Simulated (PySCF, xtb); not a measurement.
RbF, SMILES [Rb][F].

Harmonic wavenumbers (cm⁻¹) from GFN2-xTB in xtb at its own minimum, in rising order: 284.

What does PBE-D3(BJ)/def2-TZVPD in PySCF give at its own minimum? (An estimate is asked for; the answer gives what the named calculation found.)

348. Paired by order, the mean absolute difference is 64 cm⁻¹ and the zero-point energies are 0.4 and 0.5 kcal/mol.
